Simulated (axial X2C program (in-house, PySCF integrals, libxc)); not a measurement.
**Spin–orbit effects down a group: molecules with K, HF**

Computed with an in-house relativistic program for diatomic molecules, spin-free (one-electron X2C) or two-component (2c: spin–orbit coupling with atomic mean-field Coulomb and Gaunt terms, which also bring small scalar terms), in Dyall basis sets with cores contracted in-house; open shells are unrestricted.

Basis sets: C dyall-v3z, Ge dyall-cv3z, K dyall-cv3z, Si dyall-v3z, Sn dyall-cv3z.

```json
{"molecule": "KC", "spin-free state": "M_S = 3/2, Λ = 0", "Re (Å)": "2.584", "ωe (cm⁻¹)": "358.7", "De (eV)": "1.45", "2c state": "Ω = 3/2", "Re 2c (Å)": "2.584", "ωe 2c (cm⁻¹)": "358.7", "De 2c (eV)": "1.45"}
{"molecule": "KSi", "spin-free state": "M_S = 3/2, Λ = 0", "Re (Å)": "3.133", "ωe (cm⁻¹)": "198.7", "De (eV)": "1.11", "2c state": "Ω = 3/2", "Re 2c (Å)": "3.133", "ωe 2c (cm⁻¹)": "198.7", "De 2c (eV)": "1.11"}
{"molecule": "KGe", "spin-free state": "M_S = 3/2, Λ = 0", "Re (Å)": "3.170", "ωe (cm⁻¹)": "153.9", "De (eV)": "1.06", "2c state": "Ω = 3/2", "Re 2c (Å)": "3.171", "ωe 2c (cm⁻¹)": "153.7", "De 2c (eV)": "n/a"}
{"molecule": "KSn", "spin-free state": "M_S = 3/2, Λ = 0", "Re (Å)": "3.366", "ωe (cm⁻¹)": "133.0", "De (eV)": "1.02", "2c state": "Ω = 3/2", "Re 2c (Å)": "3.367", "ωe 2c (cm⁻¹)": "132.7", "De 2c (eV)": "n/a"}
```

Task: Work out the shifts from the spin-free to the two-component result.

Result: 

```
molecule  2c state  ΔRe (Å)  Δωe (cm⁻¹)  ΔDe (eV)
      KC   Ω = 3/2    0.000         0.0      0.00
     KSi   Ω = 3/2    0.000         0.0      0.00
     KGe   Ω = 3/2    0.001        -0.2       n/a
     KSn   Ω = 3/2    0.001        -0.3       n/a
```

Shifts of one unit in the last digit are rounding.

Each entry is the lowest single determinant of a limited PBE0 search at one distance. De goes to single-determinant-based atoms at the same level (for ions the charge split of lowest energy) and is withheld (n/a) where an atom does not fit its ground term or J level. Main or longest-lived isotopes. One determinant is a doubtful description, or other states lie close, for KC, KSi, KGe, KSn; these need not be ground states, and all values refer to the states named. With several unpaired electrons the Ω given is that of one determinant, not necessarily of the lowest component. Some light 2c atoms are not at their ground J level, so De misses part of their lowering (0.04 eV or less).
